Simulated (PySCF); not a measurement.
An equivalent PySCF input for Ar (argon, neutral), [Ar], closed-shell 1S, with the non-relativistic Hamiltonian (point nucleus):

```python
from pyscf import gto, scf, dft, mp, cc
import basis_set_exchange as bse
mol = gto.M(atom="Ar 0 0 0", charge=0, spin=0, symmetry="D2h",
            basis=gto.basis.parse(bse.get_basis("def2-TZVP", elements=["Ar"], fmt="nwchem", header=False)))
mf = dft.UKS(mol, xc="MN15")
mf.irrep_nelec = {'Ag': (3, 3), 'B1u': (2, 2), 'B2u': (2, 2), 'B3u': (2, 2)}
mf.kernel()
```

It reaches the same state as the run whose output follows, with an energy that differs only through the grid. The run itself started from symmetry-adapted Hartree-Fock orbitals and held the occupation by maximum overlap, on a logarithmic radial grid, so the iterations belong to that start.

```
SCF conv_tol = 1e-09
number electrons alpha = 9  beta = 9
XC functionals = MN15
    H. S. Yu, X. He, S. L. Li, and D. G. Truhlar.,  Chem. Sci. 7, 5032-5051 (2016)
    H. S. Yu, X. He, S. L. Li, and D. G. Truhlar.,  Chem. Sci. 7, 5032-5051 (2016)
cycle= 1 E= -527.456775830954  delta_E= -0.0364  |g|= 0.0592  |ddm|= 0.172
cycle= 2 E= -527.457171550538  delta_E= -0.000396  |g|= 0.0413  |ddm|= 0.0709
cycle= 3 E= -527.457496267221  delta_E= -0.000325  |g|= 0.000368  |ddm|= 0.0244
cycle= 4 E= -527.457496315623  delta_E= -4.84e-08  |g|= 0.000144  |ddm|= 0.000388
cycle= 5 E= -527.457496322728  delta_E= -7.11e-09  |g|= 7.86e-06  |ddm|= 0.000165
cycle= 6 E= -527.457496322761  delta_E= -3.32e-11  |g|= 5.54e-07  |ddm|= 8.95e-06
converged SCF energy = -527.457496322761  <S^2> = -1.7763568e-14  2S+1 = 1
```
